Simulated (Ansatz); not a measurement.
Species: tribromosilane, sum formula SiHBr$_{3}$, charge 0, multiplicity 1. 
Geometry from a B3LYP-D3(BJ)/def2-TZVP (Ansatz, a quantum-chemistry and plane-wave program) optimisation:
```xyz
5

Si     0.0125    -0.0212     0.6158
Br     2.0707    -0.2841    -0.1537
Br    -0.7881     1.9418    -0.0193
Br    -1.2888    -1.6473    -0.1327
H      0.0421    -0.0716     2.0806
```

Quantity: atomisation energy (electronic, to ground-state atoms), in kJ/mol. Correlated levels leave the core frozen unless marked. Open shells are spin-unrestricted. Spin-orbit coupling is left out. Frozen are the shells of the preceding noble gas and the d and f shells that filled before the atom's block. No relativistic terms. The coupled-cluster limit lacks core correlation, which all-electron functionals hold. CBS marks a two-point X^-3 extrapolation of the correlation energy; Hartree-Fock from the larger set.

| level | program | atomisation energy (kJ/mol) |
|---|---|---|
| HF/def2-TZVPPD | Ansatz | 997.4 |
| PBE-D4/def2-TZVPD | Ansatz + dftd4 | 1389.2 |
| r2SCAN-D3(BJ)/def2-TZVPD | Ansatz + dftd3 | 1395.5 |
| r2SCAN-D4/def2-TZVPD | Ansatz + dftd4 | 1394.5 |

What does CCSD(T)/CBS(def2-TZVPPD,def2-QZVPPD) (Ansatz) give?

1374.8 kJ/mol
